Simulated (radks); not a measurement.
The numbers below are computed, except where a source is named.
Species: the iodine ion I4+. Configuration: [Kr] 4d10 5s1.5 5p1 5d0.5 (fractional occupations, a model configuration).

Level of theory: Dirac Kohn-Sham, PBE, spin-unpolarised, spherical densities, point nucleus; open shells are shared between the two j in proportion to 2j + 1 (a radial shooting solver on a logarithmic mesh with Libxc functionals).

Energy parts (hartree):
total: -7114.80711
kinetic: 7541.88430
electron-nucleus: -17207.41697
Hartree: 2730.85502
exchange-correlation: -180.12946

Orbitals (lengths in bohr, moments of r in powers of bohr):
orbital,occ.,eigenvalue (hartree),<r>,small-component weight
1s1/2,2,-1213.068,0.02722,3.81e-02
2s1/2,2,-188.8407,0.1167,8.15e-03
2p1/2,2,-177.2830,0.09846,8.18e-03
2p3/2,4,-166.3037,0.1041,7.76e-03
3s1/2,2,-39.50967,0.3137,2.41e-03
3p1/2,2,-34.73220,0.3040,2.36e-03
3p3/2,4,-32.66571,0.3155,2.24e-03
3d3/2,4,-24.25153,0.2864,2.12e-03
3d5/2,6,-23.81699,0.2901,2.09e-03
4s1/2,2,-8.35968,0.7391,6.91e-04
4p1/2,2,-6.69089,0.7713,6.29e-04
4p3/2,4,-6.28717,0.7990,5.94e-04
4d3/2,4,-3.59838,0.9043,4.56e-04
4d5/2,6,-3.53431,0.9149,4.47e-04
5s1/2,1.5,-2.15683,1.776,1.49e-04
5p1/2,0.333333,-1.72235,1.977,1.21e-04
5p3/2,0.666667,-1.66177,2.039,1.15e-04
5d3/2,0.2,-1.05810,2.637,7.41e-05
5d5/2,0.3,-1.05035,2.657,7.34e-05

The highest occupied level is 5d5/2 at -28.581 eV. The density falls to 0.001 e/bohr^3 at r = 3.64 bohr. Summed over all electrons, <r^2> = 30.96 bohr^2, which gives a Langevin (diamagnetic) susceptibility term of -24.5 x 10^-6 cm^3/mol.
